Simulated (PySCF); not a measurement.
H7BGeO4Si, SMILES B(O[SiH2][O][GeH3])(O)O (PBE0/def2-SVP optimised geometry):

```
14

Ge     2.546    -1.025    -2.941
O      2.055     0.312    -1.862
Si     1.545     0.438    -0.306
O      0.317    -0.631     0.000
B     -1.052    -0.631     0.000
O     -1.685    -1.832     0.002
O     -1.804     0.513     0.000
H      1.275    -1.661    -3.524
H      3.357    -2.045    -2.121
H      3.404    -0.372    -4.033
H      1.038     1.832    -0.116
H      2.640     0.128     0.650
H     -2.640    -1.719     0.012
H     -1.280     1.320     0.011
```

Calculation: PBE0/def2-TZVP in PySCF 2.14.0.

**Question.** What are the frontier orbital energies and the dipole moment?

**Answer.** HOMO-2 -9.30 eV, HOMO-1 -8.98 eV, HOMO -8.63 eV, LUMO -0.07 eV, LUMO+1 0.33 eV; dipole moment 1.10 D.

Meta-Löwdin charges at PBE0/def2-TZVP: Ge1 0.63, O2 -0.82, Si3 1.08, O4 -0.64, B5 0.58, O6 -0.53, O7 -0.56, H8 -0.06, H9 -0.07, H10 -0.06, H11 -0.15, H12 -0.13, H13 0.36, H14 0.36.
